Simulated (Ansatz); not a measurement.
F2H4O2Si2, SMILES `O[SiH](F)O[SiH2]F`, 10 atoms. Total charge 0; spin multiplicity 1. All runs use 4 threads of an AMD EPYC 7B13 on a shared host. Correlated methods freeze the cores.

(1) How many basis functions does each run have, and how long does it take in Ansatz? RHF-CCSD(T)/def2-SVP energy; RKS PBE0-D4/def2-TZVP relaxation (23 steps); RKS PBE0-D4/def2-SVP energy; RKS ωB97M-V/def2-QZVPP energy; RHF-CCSD(T)/def2-TZVPP energy; RKS revPBE-D4/def2-TZVPP energy; RKS LC-ωPBE/def2-TZVPP energy; RKS PBE0-D4/def2-TZVP frequencies; RKS ωB97X-V/def2-TZVPP energy; RHF-MP2/def2-QZVPP energy; RKS PBE0-D4/def2-QZVPP energy; direct RPA on PBE orbitals/def2-TZVPP energy. (An estimate is asked.)

Answers

(1) The calculation gave: Other jobs shared the machine, so times are rough.

```csv
level,job,functions,wall time,peak host memory (GiB)
RKS PBE0-D4/def2-SVP,energy,112,1 s,0.49
RKS revPBE-D4/def2-TZVPP,energy,264,1.8 s,0.38
RKS LC-ωPBE/def2-TZVPP,energy,264,2.2 s,0.54
direct RPA on PBE orbitals/def2-TZVPP,energy,264,4.6 s,0.63
RKS ωB97X-V/def2-TZVPP,energy,264,6 s,0.9
RHF-CCSD(T)/def2-SVP,energy,112,6.5 s,0.57
RKS PBE0-D4/def2-QZVPP,energy,488,8 s,2
RKS ωB97M-V/def2-QZVPP,energy,488,16 s,2.3
RHF-MP2/def2-QZVPP,energy,488,18 s,2.9
RKS PBE0-D4/def2-TZVP,relaxation (23 steps),222,72 s,0.66
RKS PBE0-D4/def2-TZVP,frequencies,222,2.1 min,0.65
RHF-CCSD(T)/def2-TZVPP,energy,264,3.3 min,6.7
```

LC-ωPBE has ω = 0.4 bohr⁻¹.
